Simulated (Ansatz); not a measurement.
The lowest singlet and triplet of GaH (SMILES [GaH]); geometries from B3LYP-D3(BJ)/def2-TZVP, each state relaxed from the structure named, with no frequency check.
Singlet at the triplet's geometry (charge 0, multiplicity 1):
| atom | x (Å) | y (Å) | z (Å) |
|---|---|---|---|
| Ga | 0.0000 | 0.0000 | -0.0508 |
| H | 0.0000 | 0.0000 | 1.5741 |

| level | gap E(singlet) − E(triplet), vertical, at the triplet's geometry (kcal/mol) | minus FCI/cc-pVQZ | cost |
|---|---|---|---|
| U-HF/cc-pVDZ | -32.39 | 14.09 | - |
| U-SVWN5/def2-TZVPP | -48.77 | -2.29 | ×0.8 |
| R-PBE/def2-TZVPP | -46.78 | -0.30 | ×1 |
| R-PBE0/def2-TZVPP | -45.20 | 1.28 | ×1 |
| U-B2PLYP/def2-TZVPP | -48.43 | -1.95 | ×3 |
| R-MP2/cc-pVTZ | -43.25 | 3.23 | - |
| R-MP2/cc-pVQZ | -43.65 | 2.83 | - |
| U-SCS-MP2/cc-pVDZ | -45.14 | 1.34 | - |
| U-SCS-MP2/cc-pVTZ | -46.88 | -0.40 | - |
| R-SCS-MP2/cc-pVQZ | -47.51 | -1.03 | - |
| R-CCSD(T)/cc-pVTZ | -46.13 | 0.35 | ×2 |
| U-CCSD(T)/cc-pVTZ | -46.13 | 0.35 | ×2 |
| U-CCSD(T)/cc-pVQZ | -46.10 | 0.38 | ×7 |
| R-CCSDT/cc-pVTZ | -46.03 | 0.45 | - |
| R-CCSDT(Q)/cc-pVTZ | -46.04 | 0.44 | ×8 |
| SC-NEVPT2 on SA-CASSCF(4,5)/cc-pVQZ | -46.44 | 0.04 | - |
| FIC-NEVPT4(SD) on SA-CASSCF(4,5)/cc-pVDZ | -45.72 | 0.76 | - |
| FIC-MRCISD+Q on SA-CASSCF(4,5)/cc-pVQZ | -46.39 | 0.09 | - |
| FCI/cc-pVDZ | -45.95 | 0.53 | ×2 |
| FCI/cc-pVQZ | -46.48 | 0.00 | ×50 |

 Full CI is exact for the correlated electrons in its own basis alone.

The rows run from -48.77 (U-SVWN5/def2-TZVPP) to -32.39 kcal/mol (U-HF/cc-pVDZ). From cc-pVTZ to cc-pVQZ U-CCSD(T) changes by 0.04.

A positive gap puts the triplet lower; no zero-point energy. R- takes a restricted singlet. U- takes an unrestricted singlet (broken symmetry where lower, unprojected). The triplet is unrestricted in single-reference levels. Active spaces average the two states.

Cores are frozen in the correlated methods. Filled d and f shells under p-block atoms count as core.

The values were computed with Ansatz (a program for electronic structure). 

Costs are rough ratios of core time to R-PBE/def2-TZVPP (about 1.3 s over the structures, on one shared machine); a dash marks a level with no comparable run of its own.
